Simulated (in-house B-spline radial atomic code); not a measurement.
# OEP/ALDAx excitations of P IV (P3+)

Method: OEP/ALDAx. Computed with a B-spline radial code for spherical atoms: linear response of the closed shell [Ne] 3s2 with the adiabatic LDA exchange kernel on the exchange-only optimised effective potential; scalar-relativistic (spin-free one-electron X2C), finite nucleus, no spin-orbit coupling, no double excitations, S, P, D and F terms only.

Command:
```bash
python run_td.py task.json out
```
Settings (radii: box in bohr, nucleus in fm):
```
Z                        15
electrons                12
configuration            [Ne] 3s2
hamiltonian              x2c
method                   oep
box_radius               23.08
rms_radius               3.1889
intervals                108
```

Cost of the run: 0.7 s on 1 thread of Intel(R) Xeon(R) Platinum 8259CL CPU @ 2.50GHz (Skylake/Cascade Lake), with other jobs on the host.

The lowest states, in the order of their Tamm-Dancoff energies; the method's threshold (minus the highest occupied level) is 50.00 eV. Labels give the largest channel, * marks a mixed state, and oscillator strengths are full-response dipole values. Semilocal kernels can invert the small singlet-triplet splittings of Rydberg terms. Energies in eV:

| state | full response | Tamm-Dancoff | oscillator strength |
| --- | --- | --- | --- |
| 3s → 3p 3P | 7.624 | 7.960 | - |
| 3s → 3p 1P | ? | ? | ? |
| 3s → 3d 3D | ? | ? | - |
| 3s → 3d 1D | 23.865 | 23.876 | - |
| 3s → 4s 3S | 26.806 | 26.823 | - |
| 3s → 4s 1S | 28.026 | 28.052 | - |
| 3s → 4p 3P | 30.21 | 30.23 | - |
| 3s → 4p 1P | 30.84 | 30.88 | 0.05 |
| 3s → 4d 3D | 34.84 | 34.85 | - |
| 3s → 4d 1D | 35.28 | 35.29 | - |

(1) Where does 3s → 3p 1P lie?

(2) Where does 3s → 3d 3D lie?

(3) How large is the singlet-triplet splitting of 3s → 3p (P terms) in Tamm-Dancoff?

(4) What polarisabilities and dispersion coefficient does the method give?

## Answers

(1) At 13.294 eV in full response, 13.901 eV in Tamm-Dancoff, oscillator strength 1.51.

(2) At 21.518 eV in full response, 21.618 eV in Tamm-Dancoff.

(3) 5.94 eV, from the unrounded values.

(4) Dipole 6.539 bohr³, quadrupole 14.2 bohr⁵, C6 16.47 hartree·bohr⁶ for two such species.
